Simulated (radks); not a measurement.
Question: All-electron atom: the barium ion Ba+ in [Xe] 6s1. Method: scalar-relativistic Kohn-Sham, LDA (Slater exchange, Perdew-Wang correlation), spin-polarised, spherical densities, finite nucleus; open shells are filled with parallel spins first (spin-orbit coupling, left out, can overturn this in heavy ions); Fermi nuclear charge, rms radius 4.8378 fm; computed with a radial shooting solver on a logarithmic mesh with Libxc functionals. Some entries of the table are withheld. Estimate them.

| orbital | occ. | eigenvalue (hartree) | <r^2> (bohr^2) |
|---|---|---|---|
| 1s up | 1 | -1367.915 | 0.0008899 |
| 1s down | 1 | -1367.915 | 0.0008899 |
| 2s up | 1 | -216.4357 | 0.01423 |
| 2s down | 1 | -216.4354 | 0.01423 |
| 2p up | 3 | -194.2192 | 0.01130 |
| 2p down | 3 | -194.2190 | 0.01130 |
| 3s up | 1 | -45.83663 | 0.09768 |
| 3s down | 1 | -45.83631 | 0.09768 |
| 3p up | 3 | -38.71154 | 0.09767 |
| 3p down | 3 | -38.71122 | 0.09766 |
| 3d up | 5 | -28.32960 | 0.08399 |
| 3d down | 5 | -28.32929 | 0.08399 |
| 4s up | 1 | -9.15129 | 0.5132 |
| 4s down | 1 | -9.15066 | 0.5132 |
| 4p up | 3 | -6.85015 | 0.5833 |
| 4p down | 3 | -6.84944 | 0.5832 |
| 4d up | 5 | -3.50718 | 0.7457 |
| 4d down | 5 | -3.50628 | 0.7456 |
| 5s up | 1 | -1.45325 | 3.004 |
| 5s down | 1 | -1.45088 | 2.994 |
| 5p up | 3 | -0.90110 | 4.167 |
| 5p down | 3 | -0.89701 | 4.120 |
| 6s up | 1 | -0.29631 | 20.20 |
| 6s down | 0 | -0.27255 | 20.64 |
| 5d up | 0 | (1) | 11.44 |
| 5d down | 0 | (2) | 11.01 |
| 6p up | 0 | -0.19542 | 30.54 |
| 6p down | 0 | -0.17487 | 32.93 |
| 7s up | 0 | (3) | (4) |
| 7s down | 0 | (5) | (6) |

Answer: 
(1) 5d up eigenvalue (hartree): -0.27249
(2) 5d down eigenvalue (hartree): -0.25711
(3) 7s up eigenvalue (hartree): -0.09537
(4) 7s up <r^2> (bohr^2): 90.30
(5) 7s down eigenvalue (hartree): -0.09034
(6) 7s down <r^2> (bohr^2): 97.00
